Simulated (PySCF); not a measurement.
**[Dy(O2)2]− at several levels of theory**

Computed with PySCF 2.14.0 (density fitting, no spin-orbit coupling) at the geometry relaxed with BP86:

```xyz
5
[Dy(O2)2]− (singlet in the valence; each metal's 4f electrons, 9 of them, lie in its core potential, out of spins and levels)
Dy    0.0000    0.0000    0.0000
O     0.5408    0.5408    2.0020
O    -0.5408   -0.5408    2.0020
O     0.5408   -0.5408   -2.0020
O    -0.5408    0.5408   -2.0020
```

```
    level                                    basis    state  HOMO (eV)  gap (eV)  charge on Dy1 (e)  population of f-type functions on Dy1 (polarisation alone where 4f lies in the core)  dipole about the centre of mass (D)  largest force component (eV/Å)
     BP86    Dy lcecp-1-SVP with ECP55, O def2-SVP  singlet       0.94      1.22               0.62                                                                                  0.09                                 0.00                            0.00
CAM-B3LYP                                 the same  singlet      -1.94      5.33               0.82                                                                                  0.09                                 0.00                            0.45
     BP86  Dy lcecp-1-TZVP with ECP55, O def2-TZVP  singlet       0.53      1.54               1.15                                                                                  0.10                                 0.00                            0.09
```

In the lcecp rows the 4f levels are missing from HOMO and gap, and the state counts the valence alone.

Charges are Mulliken's, which hang on the basis. The relaxation used the grid (50, 194), these runs (75, 302) or, all-electron (x2c bases, spin-free X2C Hamiltonian), (99, 590).

Question: A further run in the first row's basis gives HOMO (eV) 1.15, gap (eV) 1.00, charge on Dy1 (e) 0.56, population of f-type functions on Dy1 (polarisation alone where 4f lies in the core) 0.08, dipole about the centre of mass (D) 0.00, largest force component (eV/Å) 0.34. Which level was it?
A. BLYP
B. HF
C. TPSSh

Answer: A. The others give HOMO 0.38 eV (TPSSh); -4.85 eV (HF).

In the first row's basis the gap widens with exact exchange: 1.0 to 1.2 eV for BLYP, BP86 (none); 2.2 eV for TPSSh (a fixed share); 5.3 to 9.4 eV for CAM-B3LYP, Hartree–Fock (rising or full at long range).

An lcecp potential fixes the number of 4f electrons, so in runs with it no electron can move into or out of that shell.

The highest filled level of some runs lies above zero, as often for anions with such functionals and bases.
